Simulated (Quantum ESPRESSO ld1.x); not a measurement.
Question: These are the eigenvalues of the occupied orbitals of an atom or ion with whole-number occupations (Ry). Calculated with ld1.x of Quantum ESPRESSO 7.5: Dirac Kohn-Sham, revPBE, spin-unpolarised, spherical densities, point nucleus.

1s1/2: -113.703
2s1/2: -10.4889
2p1/2: -7.67057
2p3/2: -7.63775

Which element is it, and in what charge state? The configuration may be excited. Open shells, if any, fill j = l - 1/2 first.

Answer: Z = 13, aluminium, charge +3: Al3+ in [Ne]. The list shows which subshells hold electrons but not how many an open one holds; the 1s level, -56.851 hartree, gives Z - s = 10.7 by -(Z - s)^2/2, which with screening and relativity narrows Z to a few neighbours, and the depths of the outer levels then fix element, charge and occupations together.
